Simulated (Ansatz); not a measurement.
Te₃Pd₂. The state is a singlet with charge 0. Geometry r2SCAN-D4/def2-SVP; atoms count from 1.

```xyz
5

Pd    0.148    0.691   -1.223
Pd   -1.386    1.118    1.115
Te    1.488   -1.490   -0.803
Te    1.187    0.781    1.143
Te   -1.436   -1.099   -0.232
```

In the def2 sets Pd, Te take a core potential; there is no spin–orbit coupling. The restricted singlet is unstable towards broken spin symmetry in Hartree–Fock (as tested in another run); at PBE0-D4/def2-TZVP this wasn't settled. No other spin state of charge 0 was run. Another isomer (singlet) lies 0.67 eV lower at PBE0-D4/def2-TZVP; other spin states weren't run for this one.

(1) Estimate the Mulliken populations from the PBE0/def2-TZVP orbitals of Ansatz.

(2) And the Mayer bond orders between bonded heavy atoms (over 0.3)?

Results:

(1) 
| atom | charge (e) | d electrons |
| --- | --- | --- |
| Pd1 | 0.04 | 9.15 |
| Pd2 | 0.07 | 9.29 |
| Te3 | -0.06 | – |
| Te4 | -0.03 | – |
| Te5 | -0.03 | – |
Mulliken values and Mayer orders depend strongly on the basis.

(2) Pd1–Te3 0.78 (2.59 Å); Pd1–Te4 0.79 (2.59 Å); Pd1–Te5 0.78 (2.59 Å); Pd2–Te4 0.81 (2.59 Å); Pd2–Te5 0.81 (2.59 Å); Te3–Te4 0.78 (3.01 Å); Te3–Te5 0.78 (3.00 Å).
